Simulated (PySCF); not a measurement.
A structure optimised at PBE0-D3(BJ)/def2-SVP, used in a PySCF frequency run:

```xyz
4

Ti     0.0000     0.0000     0.4818
Cl     1.7134     0.9892    -0.2078
Cl     0.0000    -1.9785    -0.2078
Cl    -1.7134     0.9892    -0.2078
```
Charge +1, spin multiplicity 1.

Question: Write its SMILES, formula and point group.

Answer: [Cl][Ti+]([Cl])[Cl], Cl3Ti, C3v

Question: What are its rotational constants (standard atomic weights)?

Answer: 2.2577, 2.2577, 1.2140 GHz
